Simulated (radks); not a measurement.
Initial-state core-level shifts of the terbium ion Tb+ when its valence configuration changes from [Xe] 4f9 6s1. All-electron calculation, scalar-relativistic Kohn-Sham, r2SCAN, spin-polarised, spherical densities, finite nucleus; open shells are filled with parallel spins first (spin-orbit coupling, left out, can overturn this in heavy ions); meta-GGA in the generalised Kohn-Sham scheme; Fermi nuclear charge, rms radius 5.06 fm. Program: a radial shooting solver on a logarithmic mesh with Libxc functionals. Shifts are changes of the shell-averaged eigenvalues in eV (positive: less bound); the change of the density at the nucleus, which sets a Mossbauer isomer shift, is in e/bohr^3, on a base of 7.2e+05.

valence	2s	3s	3d	4s	density at nucleus
4f10	+5.142	+5.556	+5.516	+5.471	-49.11
4f9 5d1	+1.755	+1.701	+1.710	+1.736	-34.53
4f8 6s2	-9.412	-10.143	-10.073	-9.800	+75.33
4f8 5d1 6p1	-8.019	-8.810	-8.730	-8.448	-5.42
4f9 6p1	-1.278	-1.258	-1.260	-1.269	-32.47
4f8 6p2	-11.619	-12.339	-12.272	-11.999	-0.02
4f7 5d2 6s1	-14.471	-16.284	-16.101	-15.259	+71.41
4f8 5d0.5 6p1.5	-9.811	-10.569	-10.495	-10.218	-2.94
4f8.5 6s1 6p0.5	-4.917	-5.249	-5.217	-5.117	+17.13
